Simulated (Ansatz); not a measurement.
`[BH2][GeH2][SiH2]C`. Total charge 0; spin multiplicity 1.

Cartesian coordinates in Å:
```
B -2.241 0.835 -0.023
Ge -1.265 -0.934 -0.284
Si 1.033 -0.367 -0.669
C 1.787 0.465 0.833
H -2.261 1.366 1.048
H -2.724 1.411 -0.952
H -1.292 -1.844 0.961
H -1.758 -1.754 -1.491
H 1.119 0.532 -1.855
H 1.775 -1.616 -0.997
H 1.269 1.399 1.062
H 1.717 -0.184 1.708
H 2.841 0.692 0.659
```

List the harmonic frequencies (cm⁻¹, unscaled) at PBE0-D4/def2-TZVP in Ansatz. (Best estimate.)

Computed: 42, 86, 129, 160, 174, 335, 380, 421, 511, 527, 598, 657, 680, 715, 753, 846, 877, 887, 924, 941, 1166, 1277, 1450, 1452, 2122, 2132, 2203, 2208, 2588, 2681, 3053, 3139, 3141.

Is this a minimum?

Yes, all 33 modes are real.

Give the ideal-gas thermochemistry at 298.15 K and 1 bar (rigid rotor, harmonic oscillator; point group C1, symmetry number 1).

Zero-point energy 234.8 kJ/mol; H(298) − E = 260.1 kJ/mol; entropy 383.5 J/(mol·K), of which translation 169.8, rotation 114.4, vibration 99.3; G(298) − E = 145.8 kJ/mol. Modes under 100 cm⁻¹ are hindered rotations or soft bends, so the harmonic entropy is rough.

And at 400, 500, 600, 800 and 1000 K?


| T (K) | H − E (kJ/mol) | S (J/mol/K) | G − E (kJ/mol) |
| --- | --- | --- | --- |
| 400 | 275.2 | 426.7 | 104.5 |
| 500 | 292.2 | 464.7 | 59.9 |
| 600 | 311.1 | 499.1 | 11.7 |
| 800 | 353.2 | 559.4 | -94.3 |
| 1000 | 399.6 | 611.2 | -211.5 |
